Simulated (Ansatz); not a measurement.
C8H18S2 (`CCCCSSCCCC`), relaxed with RKS PBE0-D4/def2-TZVP in Ansatz 0.2.0 from a GFN2-xTB geometry. The force threshold is 0.005 eV/Å; the program also tests the step.

Total charge 0; spin multiplicity 1.

Start:

```xyz
28

C     2.259    0.417    0.793
C     2.705    1.367   -0.311
C     1.662    1.569   -1.411
C     1.435    0.347   -2.290
S     0.270   -0.901   -1.614
S    -1.526    0.026   -1.803
C    -1.917    0.576   -0.092
C    -2.857   -0.388    0.617
C    -2.251   -1.768    0.872
C    -1.138   -1.752    1.913
H     2.054   -0.574    0.395
H     3.036    0.328    1.549
H     1.360    0.793    1.278
H     3.626    0.990   -0.762
H     2.930    2.342    0.129
H     0.713    1.887   -0.972
H     2.003    2.380   -2.061
H     1.025    0.636   -3.257
H     2.359   -0.207   -2.447
H    -0.975    0.687    0.438
H    -2.386    1.553   -0.208
H    -3.756   -0.500    0.007
H    -3.151    0.062    1.569
H    -3.047   -2.434    1.212
H    -1.863   -2.172   -0.065
H    -0.794   -2.765    2.106
H    -1.492   -1.325    2.849
H    -0.285   -1.175    1.567
```

(1) How much energy does the relaxation release, and in how many steps? (Estimate.)

(2) Which bonds change most? (An estimate is asked.)

(3) Give the relaxed structure. (Estimate.)

Answers

(1) Ansatz gave: 1.22 kcal/mol, in 10 steps.

(2) The calculation gave: S6–C7 from 1.840 to 1.822 Å; C4–S5 from 1.836 to 1.819 Å; C8–C9 from 1.529 to 1.521 Å; C4–H19 from 1.089 to 1.097 Å.

(3) The calculation gave: 
```xyz
28

C     2.218    0.438    0.846
C     2.645    1.375   -0.272
C     1.647    1.553   -1.411
C     1.432    0.343   -2.305
S     0.273   -0.935   -1.729
S    -1.527   -0.002   -1.820
C    -1.873    0.553   -0.119
C    -2.825   -0.362    0.635
C    -2.294   -1.760    0.915
C    -1.084   -1.792    1.833
H     2.066   -0.583    0.492
H     2.973    0.411    1.636
H     1.279    0.769    1.299
H     3.597    1.030   -0.693
H     2.850    2.363    0.154
H     0.679    1.894   -1.029
H     2.011    2.364   -2.052
H     1.081    0.652   -3.291
H     2.368   -0.207   -2.455
H    -0.916    0.663    0.391
H    -2.308    1.551   -0.222
H    -3.759   -0.435    0.069
H    -3.077    0.128    1.584
H    -3.102   -2.350    1.358
H    -2.051   -2.247   -0.036
H    -0.793   -2.819    2.062
H    -1.294   -1.288    2.782
H    -0.219   -1.306    1.378
```
